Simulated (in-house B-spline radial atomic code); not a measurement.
The outermost shell (largest non-relativistic mean radius) with and without relativity; Dirac values are averaged over j. Computed with a radial B-spline atomic code at the basis-set limit: non-relativistic Hartree-Fock and Dirac-Hartree-Fock, averages of the configuration (point nuclei without relativity, finite nuclei with it).

```csv
ion,configuration,outermost shell,radius non-relativistic (bohr),radius Dirac (bohr),radius change (%),level non-relativistic (eV),level Dirac (eV),spin-orbit splitting (eV)
Mg+,[Ne] 3s1,3s,2.8406,2.8361,-0.15727,-14.733,-14.756,-
Al+,[Ne] 3s2,3s,2.4297,2.4253,-0.18155,-17.750,-17.782,-
Si+,[Ne] 3s2 3p1,?,?,?,?,?,?,?
P+,[Ne] 3s2 3p2,?,?,?,?,?,?,?
S+,[Ne] 3s2 3p3,3p,1.9033,1.9028,-0.029851,-21.984,-21.971,0.10086
Cl+,[Ne] 3s2 3p4,3p,1.7126,1.7118,-0.046966,-25.157,-25.144,0.15055
Ar+,[Ne] 3s2 3p5,3p,1.5585,1.5574,-0.064762,-28.445,-28.432,0.21573
```

Q: Fill in the row of Si+.

A: outermost shell: 3p; radius non-relativistic (bohr): 2.4701; radius Dirac (bohr): 2.4702; radius change (%): 0.0039453; level non-relativistic (eV): -15.942; level Dirac (eV): -15.931; spin-orbit splitting (eV): 0.037774.

Q: Fill in the row of P+.

A: outermost shell: 3p; radius non-relativistic (bohr): 2.1466; radius Dirac (bohr): 2.1463; radius change (%): -0.013099; level non-relativistic (eV): -18.917; level Dirac (eV): -18.904; spin-orbit splitting (eV): 0.064047.

Q: Which member changes most?

A: Aluminium (Al+): its 3s shell contracts by 0.2 %.
